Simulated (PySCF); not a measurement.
Molfile (atoms numbered from 1):
```
H10N3PSi3
     RDKit          3D

 17 17  0  0  0  0  0  0  0  0999 V2000
    2.9406   -0.7091    1.1328 P   0  0  0  0  0  0  0  0  0  0  0  0
    1.1508   -0.3421   -0.1643 Si  0  0  0  0  0  4  0  0  0  0  0  0
   -0.1018   -1.4069    0.3519 N   0  0  0  0  0  0  0  0  0  0  0  0
   -1.7859   -1.1089    0.1141 Si  0  0  0  0  0  4  0  0  0  0  0  0
   -1.8913    0.4543   -0.6120 N   0  0  0  0  0  0  0  0  0  0  0  0
   -0.9350    1.8602   -0.3113 Si  0  0  0  0  0  4  0  0  0  0  0  0
    0.6447    1.2857    0.0804 N   0  0  0  0  0  0  0  0  0  0  0  0
    3.2736   -1.8887    0.4990 H   0  0  0  0  0  0  0  0  0  0  0  0
    3.7923    0.0240    0.3317 H   0  0  0  0  0  0  0  0  0  0  0  0
    1.3963   -0.5539   -1.6032 H   0  0  0  0  0  0  0  0  0  0  0  0
    0.1414   -2.2129    0.9007 H   0  0  0  0  0  0  0  0  0  0  0  0
   -2.3525   -2.0558   -0.8529 H   0  0  0  0  0  0  0  0  0  0  0  0
   -2.4549   -1.1849    1.4201 H   0  0  0  0  0  0  0  0  0  0  0  0
   -2.7563    0.6341   -1.0919 H   0  0  0  0  0  0  0  0  0  0  0  0
   -0.9238    2.6271   -1.5627 H   0  0  0  0  0  0  0  0  0  0  0  0
   -1.4130    2.6590    0.8247 H   0  0  0  0  0  0  0  0  0  0  0  0
    1.2679    1.9309    0.5331 H   0  0  0  0  0  0  0  0  0  0  0  0
  1  2  1  0
  2  3  1  0
  3  4  1  0
  4  5  1  0
  5  6  1  0
  6  7  1  0
  7  2  1  0
  1  8  1  0
  1  9  1  0
  2 10  1  0
  3 11  1  0
  4 12  1  0
  4 13  1  0
  5 14  1  0
  6 15  1  0
  6 16  1  0
  7 17  1  0
M  END
```

Geometry: GFN2-xTB; GIAO absolute shieldings from PySCF, gas phase, non-relativistic, averaged over equivalent atoms.

At wB97X/STO-3G (61 basis functions, 6.8 s wall time on 1 thread of an AMD EPYC 9R14, shared host):
```csv
atoms,σ (ppm)
P1,778.4
Si2,529.5
Si4/Si6,556.0
N3/N7,379.8
N5,385.3
H10,30.66
H12/H15,30.77
H13/H16,30.92
H8/H9,33.82
H11/H17,37.01
H14,37.28
```

What do these become at PBE0/pcSseg-1?

## Answers


```
  atoms  σ at PBE0/pcSseg-1  change
     P1               614.0  -164.4
    Si2               371.5  -158.0
Si4/Si6               385.2  -170.8
  N3/N7               233.5  -146.3
     N5               250.3  -135.0
    H10               25.46   -5.20
H12/H15               26.24   -4.53
H13/H16               26.14   -4.78
  H8/H9               30.81   -3.01
H11/H17               31.58   -5.43
    H14               32.15   -5.13
```

The largest change is at Si4/Si6 (silicon bonded to 2 N, 2 H, in a 6-membered ring). Cost: 197 basis functions, 28 s wall time on 1 thread of an AMD EPYC 9R14, shared host.
